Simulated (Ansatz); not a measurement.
Ideal-gas functions of BrGeHO, SMILES `[OH][Ge][Br]` at 298.15 K and 1 bar, from an Ansatz frequency run at PBE0-D4/def2-TZVP.

Molar mass 169.52 g/mol, point group Cs (symmetry number 1), electronic degeneracy 1, moments of inertia 41.284, 255.943, 297.227 u Å². Harmonic wavenumbers (cm⁻¹, unscaled): 187, 274, 494, 707, 818, 3846.

Use S(trans) = R[1.5 ln M + 2.5 ln T − 1.1517]; rotational temperatures θ = 24.2544 K / I; S(rot) = R[ln(√π/σ · √(T³/θAθBθC)) + 1.5]; for each mode x = 1.438777 ν̃/T, S = R[x/(eˣ − 1) − ln(1 − e⁻ˣ)] and H = RT x/(eˣ − 1); 1 cm⁻¹ = 0.0119627 kJ/mol; R = 8.31446 J/(mol·K).

By hand: the entropy, in J/(mol·K).

Translation 172.9. Rotation: θ = 0.5875, 0.0948, 0.0816 K, giving 110.7. Vibration, mode by mode: 9.44, 6.57, 2.82, 1.25, 0.81, 0.00, in all 20.9. Electronic 0.0. Sum 304.5 J/(mol·K).

By hand: H − E and G − E in kJ/mol, counted from the electronic energy.

Zero-point energy ½ × 6326 × 0.0119627 = 37.8; thermal vibration 3.8; translation, rotation and pV give 4 RT = 9.9. H − E = 51.5 kJ/mol, and G − E = 51.5 − 298.15 × 304.5/1000 = -39.3 kJ/mol.

Vibration gives 7 % of the entropy. The sum counts one conformer and one mirror image; others add a mixing term.
